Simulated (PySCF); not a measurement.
## Computed vibrations of Tl(NH2)3

Tl(NH2)3 (singlet). PySCF 2.14.0, RKS PBE0, Tl def2-SVP with ECP60, N def2-SVP, H def2-SVP; non-relativistic Hamiltonian with scalar-relativistic core potentials where named; density fitting; no spin-orbit coupling. Central differences of gradients.

```xyz
10

Tl    0.0000    0.0000    0.0000
N     2.1597    0.2426    0.0000
H     2.4843   -0.3104    0.8008
H     2.4843   -0.3104   -0.8008
N    -1.2899    1.7490    0.0000
H    -0.9733    2.3067    0.8008
H    -0.9733    2.3067   -0.8008
N    -0.8697   -1.9916    0.0000
H    -1.5110   -1.9963    0.8008
H    -1.5110   -1.9963   -0.8008
```

Run from Python with OMP_NUM_THREADS=2. Where DIIS fails, smearing, a level shift and second-order steps follow.
It took 56 s on 2 threads of Arm Neoverse V1 (shared host).

Question: What are the harmonic wavenumbers and infrared intensities?

Answer: Modes are labelled in C3h; negative numbers are unstable modes, those under 60 cm⁻¹ near the noise; a finer grid moves soft modes by up to 10 cm⁻¹.
```tsv
cm⁻¹	km/mol	symmetry
-245	–	a''
-224	–	e''
-224	–	e''
96	14.2	e'
96	14.2	e'
122	0.6	a''
469	0.0	a'
485	73.7	e'
485	73.7	e'
751	0.0	a'
758	119.5	e'
758	119.5	e'
793	0.0	e''
793	0.0	e''
884	7.5	a''
1538	9.0	e'
1538	9.0	e'
1538	0.0	a'
3464	0.0	a'
3465	10.5	e'
3465	10.5	e'
3552	0.0	e''
3552	0.0	e''
3553	4.0	a''
```

Question: Is this a minimum?

Answer: No: 3 unstable; the lowest moves the atoms so:
```
Tl   0.00  0.00 -0.01
N    0.00  0.00  0.06
H    0.01 -0.35 -0.20
H   -0.01  0.35 -0.20
N    0.00  0.00  0.06
H    0.30  0.19 -0.20
H   -0.30 -0.19 -0.20
N    0.00  0.00  0.06
H   -0.31  0.17 -0.20
H    0.31 -0.17 -0.20
```
